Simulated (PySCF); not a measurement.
A calculated (LDA, PySCF 2.14, dyall-av3z, the spin-free X2C one-electron Hamiltonian (Gaussian nucleus)) atom or ion has these occupied shells.

| shell | electrons | orbital energy (eV) | rms radius, mean of both spins (bohr) |
| --- | --- | --- | --- |
| 1s α | 1 | -270.56 | 0.317 |
| 1s β | 1 | -268.53 | 0.317 |
| 2s α | 1 | -15.262 | 1.70 |
| 2p α | 3 | -6.888 | 1.93 |

Q: Name the element and its charge.

A: C (carbon, neutral), in [He] 2s1 2p3, high-spin 5S determinant (an excited configuration).
